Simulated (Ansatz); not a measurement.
Geometry optimisation, RKS r2SCAN-D4/STO-3G (Ansatz 0.2.0).

input.yaml

```yaml
crystal:
  periodic: [false, false, false]
  atoms:
    - { symbol: C, position_ang: [-0.3266, -2.7136, -1.3223] }
    - { symbol: C, position_ang: [0.1794, -1.5854, -0.8009] }
    - { symbol: F, position_ang: [1.4623, -1.6252, -0.4963] }
    - { symbol: O, position_ang: [-0.4952, -0.4398, -0.5819] }
    - { symbol: C, position_ang: [0.1854, 0.6354, -0.0213] }
    - { symbol: C, position_ang: [-0.5038, 1.9356, -0.5105] }
    - { symbol: Si, position_ang: [0.3754, 0.6295, 1.9007] }
    - { symbol: H, position_ang: [0.2544, -3.5426, -1.5138] }
    - { symbol: H, position_ang: [-1.4203, -2.6623, -1.5613] }
    - { symbol: H, position_ang: [1.2008, 0.6543, -0.3997] }
    - { symbol: H, position_ang: [-0.5537, 1.9205, -1.5835] }
    - { symbol: H, position_ang: [-1.5222, 1.9856, -0.1426] }
    - { symbol: H, position_ang: [-0.0263, 2.8504, -0.2003] }
    - { symbol: H, position_ang: [1.0214, -0.5881, 2.3797] }
    - { symbol: H, position_ang: [1.1321, 1.7955, 2.3436] }
    - { symbol: H, position_ang: [-0.986, 0.7276, 2.555] }
basis:
  gaussian: { orbitals: STO-3G }
hamiltonian:
  xc: r2scan
  dispersion: d4
relax:
  f_tol: 0.02
  max_steps: 40
scf:
  lower_state_search: "off"
```

Command:

```bash
$ ansatz run input.yaml --threads 1 --pin off --max-ram 2048MiB --backend cpu --events-out ev --progress --plain --runs-dir out
```

Where does it end, and by what steps?

The forces met the threshold. Limits of this set-up: minimal basis. After 13 steps the energy has fallen by 0.811 eV; H14 moved furthest, 0.29 Å.

| step | energy less start (eV) | largest force component (eV/Å) | accepted |
| --- | --- | --- | --- |
| 0 | 0.0000 | 4.765 | yes |
| 1 | -0.6944 | 1.773 | yes |
| 2 | -0.7936 | 0.511 | yes |
| 3 | -0.8031 | 0.238 | yes |
| 4 | -0.8056 | 0.095 | yes |
| 5 | -0.8066 | 0.028 | yes |
| 6 | -0.8073 | 0.035 | yes |
| 7 | -0.8089 | 0.084 | yes |
| 8 | -0.8097 | 0.070 | yes |
| 9 | -0.8104 | 0.076 | yes |
| 10 | -0.8107 | 0.029 | yes |
| 11 | -0.8109 | 0.042 | yes |
| 12 | -0.8109 | 0.034 | yes |
| 13 | -0.8110 | 0.012 | yes |

```xyz
16
Properties=species:S:1:pos:R:3
C -0.352 -2.749 -1.144
C 0.224 -1.567 -0.814
F 1.567 -1.432 -0.579
O -0.537 -0.369 -0.744
C 0.231 0.727 -0.072
C -0.505 2.032 -0.488
Si 0.311 0.525 1.826
H 0.256 -3.643 -1.267
H -1.426 -2.808 -1.310
H 1.259 0.753 -0.492
H -0.529 2.126 -1.583
H -1.540 2.028 -0.117
H 0.014 2.907 -0.071
H 0.906 -0.748 2.161
H 1.120 1.594 2.366
H -1.023 0.603 2.374
```

Run time: 67 s on 1 CPU thread of a shared host.
